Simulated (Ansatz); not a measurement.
Born–Oppenheimer molecular dynamics of BF$_{2}$H$_{3}$O (7 atoms, charge 0, multiplicity 1). It starts at the highest image of a converged band, a first-order saddle point between two minima.

Computed with Ansatz, RKS B3LYP-D4/6-31G*.

```
ensemble                      : NVE (velocity Verlet)
time step                     : 0.5 fs
steps asked                   : 200
starting velocities drawn for : 300 K
seed                          : 7999
```

First frame:

```xyz
7
Properties=species:S:1:pos:R:3
B 0.015 0.122 0.114
O 0.006 -0.075 1.607
H -0.871 -0.388 1.888
H 1.024 -0.167 -0.443
F -1.175 -0.139 -0.454
F 0.080 1.759 0.449
H 0.023 1.211 1.423
```

**Question.** How far do the bonds stretch over the last three quarters of this one trajectory? (Pairs bonded in most of those frames.)

**Answer.** 
| bond | mean (Å) | spread (Å) | shortest | longest |
| --- | --- | --- | --- | --- |
| B1–H4 | 1.196 | 0.031 | 1.13 | 1.26 |
| B1–F5 | 1.342 | 0.042 | 1.26 | 1.40 |
| B1–F6 | 1.332 | 0.049 | 1.25 | 1.44 |
| O2–H3 | 0.981 | 0.050 | 0.90 | 1.05 |
| O2–H7 | 0.975 | 0.031 | 0.93 | 1.03 |

Mean temperature of the second half: 1094 K. The conserved energy stayed within 0.67 meV per atom of its start (net change 0.078 meV per atom), so the integration is sound. The system heated up, since it started high on the potential surface and ran downhill. A run of 0.1 ps of so small a system gives no equilibrium averages. The orbitals stay closed-shell, which can raise the energy where a bond breaks towards radicals; this wasn't checked here.

Time of the run: 5.6 min on 1 thread of Arm Neoverse V1 (shared host), peak memory 0.11 GiB.
